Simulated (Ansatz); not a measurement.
Geometry optimisation, RKS PBE0-D4/def2-SVP (Ansatz).

The input (input.yaml):

```yaml
crystal:
  periodic: [false, false, false]
  atoms:
    - { symbol: C, position_ang: [0.6466, 1.9366, -0.4049] }
    - { symbol: "N", position_ang: [1.5513, 1.0112, 0.0974] }
    - { symbol: C, position_ang: [1.2093, -0.3806, -0.2488] }
    - { symbol: Si, position_ang: [0.0343, -1.1811, 0.8525] }
    - { symbol: Si, position_ang: [-2.0629, -1.2377, -0.2603] }
    - { symbol: H, position_ang: [0.968, 3.0089, -0.2228] }
    - { symbol: H, position_ang: [0.5036, 1.8853, -1.4963] }
    - { symbol: H, position_ang: [-0.3414, 1.9079, 0.0575] }
    - { symbol: H, position_ang: [1.6896, 1.1519, 1.1457] }
    - { symbol: H, position_ang: [2.1741, -0.9456, -0.0752] }
    - { symbol: H, position_ang: [0.9853, -0.4805, -1.2773] }
    - { symbol: H, position_ang: [0.3954, -2.5811, 1.1804] }
    - { symbol: H, position_ang: [-0.1912, -0.4374, 2.1397] }
    - { symbol: H, position_ang: [-1.972, -1.9726, -1.5024] }
    - { symbol: H, position_ang: [-2.5111, 0.1389, -0.5541] }
    - { symbol: H, position_ang: [-3.1019, -1.8469, 0.6131] }
basis:
  gaussian: { orbitals: def2-SVP }
hamiltonian:
  xc: pbe0
  dispersion: d4
relax:
  f_tol: 0.015
  max_steps: 40
```

Command:

```bash
$ ansatz run input.yaml --threads 2 --pin off --max-ram 3072MiB --backend cpu --events-out ev --progress --plain --runs-dir out
```

**Question.** Where does it end, and by what steps?

**Answer.** The run converged. After 22 steps the energy has fallen by 0.588 eV; H14 moved furthest, 1.08 Å.

```json
{"step": "0", "energy less start (eV)": "0.0000", "largest force component (eV/Å)": "3.620", "accepted": "yes"}
{"step": "1", "energy less start (eV)": "-0.4540", "largest force component (eV/Å)": "0.931", "accepted": "yes"}
{"step": "2", "energy less start (eV)": "-0.5377", "largest force component (eV/Å)": "0.379", "accepted": "yes"}
{"step": "3", "energy less start (eV)": "-0.5522", "largest force component (eV/Å)": "0.203", "accepted": "yes"}
{"step": "4", "energy less start (eV)": "-0.5578", "largest force component (eV/Å)": "0.172", "accepted": "yes"}
{"step": "5", "energy less start (eV)": "-0.5666", "largest force component (eV/Å)": "0.043", "accepted": "yes"}
{"step": "6", "energy less start (eV)": "-0.5695", "largest force component (eV/Å)": "0.015", "accepted": "yes"}
{"step": "7", "energy less start (eV)": "-0.5704", "largest force component (eV/Å)": "0.187", "accepted": "yes"}
{"step": "8", "energy less start (eV)": "-0.5725", "largest force component (eV/Å)": "0.099", "accepted": "yes"}
{"step": "9", "energy less start (eV)": "-0.5762", "largest force component (eV/Å)": "0.020", "accepted": "yes"}
{"step": "10", "energy less start (eV)": "-0.5787", "largest force component (eV/Å)": "0.158", "accepted": "yes"}
{"step": "11", "energy less start (eV)": "-0.5810", "largest force component (eV/Å)": "0.087", "accepted": "yes"}
{"step": "12", "energy less start (eV)": "-0.5841", "largest force component (eV/Å)": "0.085", "accepted": "yes"}
{"step": "13", "energy less start (eV)": "-0.5851", "largest force component (eV/Å)": "0.145", "accepted": "yes"}
{"step": "14", "energy less start (eV)": "-0.5865", "largest force component (eV/Å)": "0.085", "accepted": "yes"}
{"step": "15", "energy less start (eV)": "-0.5869", "largest force component (eV/Å)": "0.030", "accepted": "yes"}
{"step": "16", "energy less start (eV)": "-0.5875", "largest force component (eV/Å)": "0.025", "accepted": "yes"}
{"step": "17", "energy less start (eV)": "-0.5878", "largest force component (eV/Å)": "0.023", "accepted": "yes"}
{"step": "18", "energy less start (eV)": "-0.5880", "largest force component (eV/Å)": "0.021", "accepted": "yes"}
{"step": "19", "energy less start (eV)": "-0.5881", "largest force component (eV/Å)": "0.020", "accepted": "yes"}
{"step": "20", "energy less start (eV)": "-0.5882", "largest force component (eV/Å)": "0.017", "accepted": "yes"}
{"step": "21", "energy less start (eV)": "-0.5882", "largest force component (eV/Å)": "0.017", "accepted": "yes"}
{"step": "22", "energy less start (eV)": "-0.5882", "largest force component (eV/Å)": "0.009", "accepted": "yes"}
```

```xyz
16
Properties=species:S:1:pos:R:3
C 0.491 1.759 -0.703
N 1.497 1.087 0.075
C 1.473 -0.358 0.016
Si 0.018 -1.290 0.861
Si -2.102 -0.916 -0.079
H 0.604 2.848 -0.602
H 0.619 1.517 -1.772
H -0.562 1.509 -0.440
H 1.488 1.410 1.038
H 2.395 -0.756 0.475
H 1.518 -0.675 -1.041
H 0.301 -2.762 0.795
H -0.029 -0.900 2.310
H -2.007 -0.891 -1.574
H -2.668 0.394 0.374
H -3.061 -1.998 0.310
```

Time of the run: 100 s on 2 threads of Arm Neoverse V1 (shared host), peak memory 0.34 GiB.
